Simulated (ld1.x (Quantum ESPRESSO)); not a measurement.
# An all-electron radial function and its pseudo partner (Zr (Z = 40))

Columns: radius, all-electron u(r) and pseudo u(r) of the 4d shell (level -2.49 eV) of zirconium in the configuration [Kr] 4d3 5s1 5p0; LDA (PZ), scalar-relativistic, PAW scheme, ld1.x (Quantum ESPRESSO) 7.5.

```tsv
r (bohr)	all-electron	pseudo
0.200	0.2377	-0.0020
0.400	0.2210	-0.0155
0.600	-0.0247	-0.0490
0.800	-0.2723	-0.1060
1.000	-0.4536	-0.1842
1.200	-0.5655	-0.2757
1.400	-0.6231	-0.3693
1.600	-0.6433	-0.4528
1.800	-0.6396	-0.5163
2.000	-0.6211	-0.5539
2.200	-0.5943	-0.5652
2.400	-0.5630	-0.5543
2.600	-0.5299	-0.5288
2.800	-0.4964	-0.4965
3.000	-0.4635	-0.4635
3.200	-0.4318	-0.4318
3.400	-0.4014	-0.4014
3.600	-0.3727	-0.3727
3.800	-0.3456	-0.3456
4.000	-0.3200	-0.3200
4.200	-0.2961	-0.2961
4.400	-0.2738	-0.2738
4.600	-0.2529	-0.2529
4.800	-0.2334	-0.2334
5.000	-0.2153	-0.2153
5.200	-0.1984	-0.1984
```

Q: How many radial nodes do the two functions have?

A: The all-electron 4d function has n − l − 1 = 1; the pseudo-wave has 0, since the states of the same l below it are removed with the core.

Q: At about which radius was the pseudo-wave matched?

A: 3.05 bohr. The columns agree to 0.0005 from 2.80 bohr on; several derivatives are matched, so the curves merge somewhat inside the radius.

Q: Is the pseudo-wave norm-conserving?

A: No, it belongs to a PAW set: the norm inside the radius is not constrained, and the difference is carried by the augmentation charge.
